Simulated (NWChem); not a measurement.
System: C$_{5}$H$_{12}$; SMILES CCC(C)C

Parts of the log:

```
             Northwest Computational Chemistry Package (NWChem) 7.3.0
             --------------------------------------------------------

 CS  symmetry detected

                             Geometry "geometry" -> ""
                             -------------------------

 Output coordinates in angstroms (scale by  1.889725989 to convert to a.u.)

  No.       Tag          Charge          X              Y              Z
 ---- ---------------- ---------- -------------- -------------- --------------
    1 C                    6.0000    -0.51083966     1.80286113     0.00000000
    2 C                    6.0000     0.72522336     0.91291414     0.00000000
    3 C                    6.0000     0.46728929    -0.60155475     0.00000000
    4 C                    6.0000    -0.25512960    -1.07214430    -1.25963100
    5 C                    6.0000    -0.25512960    -1.07214430     1.25963100
    6 H                    1.0000    -0.22653770     2.86625829     0.00000000
    7 H                    1.0000    -1.14030267     1.63539143    -0.88796600
    8 H                    1.0000    -1.14030267     1.63539143     0.88796600
    9 H                    1.0000     1.34555274     1.15920890     0.87979500
   10 H                    1.0000     1.34555274     1.15920890    -0.87979500
   11 H                    1.0000     1.46440892    -1.07912461     0.00000000
   12 H                    1.0000    -1.28211113    -0.67558655    -1.31241000
   13 H                    1.0000    -0.32983438    -2.17068768    -1.28581300
   14 H                    1.0000     0.27351844    -0.75168871    -2.17163500
   15 H                    1.0000    -1.28211113    -0.67558655     1.31241000
   16 H                    1.0000     0.27351844    -0.75168871     2.17163500
   17 H                    1.0000    -0.32983438    -2.17068768     1.28581300

 Effective nuclear repulsion energy (a.u.)     193.7877469484

      Symmetry information
      --------------------

 Group name             Cs
 Group number              2
 Group order               2
 No. of unique centers    11

                                 NWChem DFT Module
                                 -----------------

 Summary of "ao basis" -> "ao basis" (spherical)
 ------------------------------------------------------------------------------
       Tag                 Description            Shells   Functions and Types
 ---------------- ------------------------------  ------  ---------------------
 C                           sto-3g                  3        5   2s1p
 H                           sto-3g                  1        1   1s

      Symmetry analysis of basis
      --------------------------

        a'         24
        a"         13

            General Information
            -------------------
          SCF calculation type: DFT
          Wavefunction type:  closed shell.
          No. of atoms     :    17
          No. of electrons :    42
           Alpha electrons :    21
            Beta electrons :    21
          Charge           :     0
          Spin multiplicity:     1
          Use of symmetry is: on ; symmetry adaption is: on
          Maximum number of iterations: 150
          AO basis - number of functions:    37
                     number of shells:    27
          Convergence on energy requested:  1.00D-06
          Convergence on density requested:  1.00D-05
          Convergence on gradient requested:  5.00D-04

              XC Information
              --------------
                         B3LYP Method XC Potential
                     Hartree-Fock (Exact) Exchange  0.200
                        Slater Exchange Functional  0.800 local
                    Becke 1988 Exchange Functional  0.720 non-local
              Lee-Yang-Parr Correlation Functional  0.810
                  VWN I RPA Correlation Functional  0.190 local

             Grid Information
             ----------------
          Grid used for XC integration:  medium
          Radial quadrature: Mura-Knowles
          Angular quadrature: Lebedev.
          Tag              B.-S. Rad. Rad. Pts. Rad. Cut. Ang. Pts.
          ---              ---------- --------- --------- ---------
          C                   0.70       49          10.0       434
          H                   0.35       45          12.0       434
          Grid pruning is: on
          Number of quadrature shells:   511
          Spatial weights used:  Erf1

      Superposition of Atomic Density Guess
      -------------------------------------

 Sum of atomic energies:        -191.49019883

      Non-variational initial energy
      ------------------------------

 Total energy =    -192.669829
 1-e energy   =    -645.197684
 2-e energy   =     258.740108
 HOMO         =      -0.218265
 LUMO         =       0.533013

      Symmetry analysis of molecular orbitals - initial
      -------------------------------------------------

  Numbering of irreducible representations:

     1 a'          2 a"

  Orbital symmetries:

     1 a'          2 a'          3 a"          4 a'          5 a'
     6 a'          7 a'          8 a"          9 a'         10 a'
    11 a'         12 a"         13 a'         14 a"         15 a'
    16 a"         17 a'         18 a"         19 a"         20 a'
    21 a'         22 a'         23 a'         24 a"         25 a'
    26 a"         27 a'         28 a'         29 a"         30 a'
    31 a"

     ---------------------------------------------
      Total Density - Mulliken Population Analysis
     ---------------------------------------------

[...]
```

Level: B3LYP/STO-3G. Structure relaxed at the PBE0/def2-SVP level.

Task: Write an input that gives this output.

Result: Several could match; the one computed here: the input that was run:
```
start job
memory heap 200 mb stack 900 mb global 1100 mb
geometry units angstroms noautoz
  C     -0.521243    -1.800311     0.000000
  C      0.719662    -0.917128     0.000000
  C      0.470003     0.598727     0.000000
  C     -0.249835     1.073255    -1.259631
  C     -0.249835     1.073255     1.259631
  H     -0.242753    -2.865245     0.000000
  H     -1.149782    -1.629406    -0.887966
  H     -1.149782    -1.629406     0.887966
  H      1.338637    -1.166807     0.879795
  H      1.338637    -1.166807    -0.879795
  H      1.469716     1.070844     0.000000
  H     -1.278967     0.682312    -1.312410
  H     -0.318539     2.172190    -1.285813
  H      0.277055     0.749917    -2.171635
  H     -1.278967     0.682312     1.312410
  H      0.277055     0.749917     2.171635
  H     -0.318539     2.172190     1.285813
end
basis spherical
  * library sto-3g
end
dft
  xc b3lyp
  iterations 150
  mulliken
end
task dft energy
```
